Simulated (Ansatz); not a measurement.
## Redistribution: SiH2(NH2)2 + C2H10Si2 → SiH2(NH2)(SiH3) + C2H9NSi

Species: SiH2(NH2)2, singlet; C2H10Si2 `CC[SiH2][SiH3]`, singlet; SiH2(NH2)(SiH3), singlet; C2H9NSi `CC[SiH2]N`, singlet. The partners trade NH2 for SiH3; both sit on Si, so the bond types are kept.

Shapes, held fixed at every level: PBE0-D4/def2-TZVP. Flexible molecules stand in one conformer, not always the lowest. Programs: Ansatz 0.2.0. Electronic energies: no zero-point or thermal term.

(1) Estimate ΔE of this reaction.

## Answers

(1) The highest level, CCSD(T)/CBS estimate, gives ΔE = +23.1 kJ/mol; the levels span +19.0 to +24.1. The column of differences is taken from that level and isn't an error. No measured value is set beside it here. The CBS estimate extrapolates MP2 from def2-TZVPP and def2-QZVPP and adds CCSD(T) − MP2 in the triple-zeta set, cores frozen.

| level | kind | ΔE (kJ/mol) | less CCSD(T)/CBS estimate |
| --- | --- | --- | --- |
| HF/def2-SVP | Hartree–Fock | +19.0 | -4.1 |
| SPW92/def2-TZVPP | LDA | +24.1 | +1.0 |
| B2PLYP/def2-TZVPP | double hybrid | +21.1 | -2.0 |
| MP2/def2-SVP | perturbation theory | +22.7 | -0.4 |
| MP2/def2-TZVPP | perturbation theory | +23.1 | 0.0 |
| CCSD/def2-TZVPP | coupled cluster or CI | +21.8 | -1.3 |
| CCSD(T)/CBS estimate | coupled cluster or CI | +23.1 | 0.0 |
